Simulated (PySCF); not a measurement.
PAs3SSS nortricyclane, As3PS3.
Cartesian coordinates in Å at the PBE0-D3(BJ)/def2-SVP level; atoms count from 1:
```
atom  x, y, z in Å
P1     1.5936    0.2991    0.6438
S2     0.8056    1.7712   -0.6419
As3   -1.2026    0.9794   -1.2342
As4   -1.7806   -0.3184    0.7922
S5     0.0337    0.0653    2.0424
As6   -0.7517   -1.4527   -1.1501
S7     1.3939   -1.4459   -0.5208
```

Method used: delta-SCF UKS SCAN, pcX-2 on the ionised atom, pcseg-1 elsewhere, spin-free X2C in PySCF. Each 1s hole has a ground state of its own, since the core basis sits on the ionised atom alone.

```
ionised atom  basis functions  E(ground) (Eh)  E(ionised) (Eh)
          P1              195     -8305.92418      -8226.86058
          S2              195     -8305.96698      -8214.93868
```

**Question.** What are the 1s binding energies?

**Answer.** E(ionised) − E(ground), at 27.2114 eV a hartree:

```
atom                environment  difference (Eh)  binding energy (eV)
  P1   phosphorus bonded to 3 S         79.06360              2151.43
  S2  sulfur bonded to As and P         91.02830              2477.01
```

**Question.** How much do the ground-state energies differ, and what would follow from using one of them for all holes?

**Answer.** They run from -8305.9670 Eh (core basis on S2) to -8305.9242 Eh (on P1), 0.0428 Eh or 1.16 eV apart, though the state is the same; only basis and grid differ. Pairing the ion of P1 with the ground state of S2 would put its binding energy 1.16 eV too high.

Only 1s holes are shown. The first atom of each set that the bonding makes equivalent was ionised and stands for the set. Geometry: PBE0-D3(BJ)/def2-SVP, one conformer, isolated molecule.

On one thread, Intel Xeon Platinum 8259CL at 2.50 GHz (x86_64), no GPU, shared host with 96 logical CPUs at a one-minute load of 30, this took 32 s and 0.64 GiB of memory at its peak.
